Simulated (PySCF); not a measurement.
An unknown shows these calculated signals:

1H NMR (500 MHz, computed): δ 10.14 (s, 1H), 3.97 (s, 3H), 2.31 (m, 1H), 1.95 (m, 1H), 1.23 (m, 1H).

13C{1H} NMR (computed): δ 205.7 (CH), 124.0 (C), 50.7 (CH), 28.7 (C), 17.9 (CH2).

How the numbers were obtained: coordinates at the GFN2-xTB level, NMR shieldings at PBE0/pcSseg-1/GIAO, in PySCF (averaged over atoms made equivalent by symmetry, fast rotation or ring inversion, no relativistic terms, one computed conformer, no solvent).

Shifts are taken against calculated references (same method and geometry level): TMS for 1H (σ = 31.72 ppm), 13C (σ = 186.93 ppm).

**Question.** Which of these does the molecule contain: a three-membered ring, a methoxy group, a Si–H bond, a C≡C triple bond, an aldehyde, a ketone?

**Answer.** 
- A three-membered ring: yes.
- A methoxy group: no.
- A Si–H bond: yes (δH 3.97 (s)).
- A C≡C triple bond: no.
- An aldehyde: yes (δC 205.7; δH 10.14 (s)).
- A ketone: no.

The data belong to `O=C[C@@]1([SiH3])C[C@H]1C(Cl)(Cl)Cl`, C5H7Cl3OSi; they needn't prove each group on their own.

Carbon signals by region: 1 in the far downfield region (above 160 ppm), 1 in the sp2 and nitrile region (100–160 ppm), 1 at 50–100 ppm, 2 below 50 ppm. Above 160 ppm: 205.7, aldehyde carbonyl carbon.

Carbons that carry Cl, above all several Cl atoms, come out too deshielded, partly because spin–orbit coupling is missing. Shifts are as computed. Against solution values, carbons near 30 ppm lie about +3 ppm off and those near 130 ppm about +5 ppm; carbons on Cl a further +6 ppm. Of 1309 compounds with measured shifts, 239 miss one by over three times the rms of a fit or turn the order of signals round; such compounds aren't used in these exercises. Multiplicities follow the n + 1 count of equivalent neighbours, as no J values were calculated; m marks all less simple cases, F and P coupling included.
